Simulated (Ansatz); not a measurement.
**SnF2 (SMILES [F][Sn][F]): the vertical ionisation energy from total energies**

The species is SnF2 (3 atoms), meant as a singlet with charge 0. As SMILES, `[F][Sn][F]`. The shape comes from GFN2-xTB, which is rough for such elements, and wasn't checked as a minimum.

```xyz
3

Sn    0.0053   -0.0076   -0.8651
F     1.6183   -0.0212    0.4431
F    -1.6236    0.0288    0.4221
```

Both states at this one shape; open shells run unrestricted unless said. 1 Eh = 27.2114 eV.

```
                                 level  program  singlet SnF2 (Eh)  doublet [SnF2]+ (Eh)
                          B3LYP/STO-3G   Ansatz       -6162.053044          -6161.830818
                        r2SCAN0/STO-3G   Ansatz       -6162.301724          -6162.077720
                      CAM-B3LYP/STO-3G   Ansatz       -6162.173548          -6161.950762
B2PLYP/STO-3G, 20 core orbitals frozen   Ansatz       -6161.383052          -6161.172289
```

Problem. Work out the vertical ionisation energy at each level.

Solution. 
1. B3LYP/STO-3G: -6161.830818 − (-6162.053044) = 0.222226 Eh = 6.05 eV.
2. r2SCAN0/STO-3G: -6162.077720 − (-6162.301724) = 0.224004 Eh = 6.10 eV.
3. CAM-B3LYP/STO-3G: -6161.950762 − (-6162.173548) = 0.222786 Eh = 6.06 eV.
4. B2PLYP/STO-3G: -6161.172289 − (-6161.383052) = 0.210763 Eh = 5.74 eV.

No measured value is set beside it here; the levels span 5.74 to 6.10 eV. Spin-orbit coupling, which splits open shells on such heavy atoms by tenths of an eV, is left out. Minimal sets are far from the basis-set limit. All-electron rows are non-relativistic unless named.
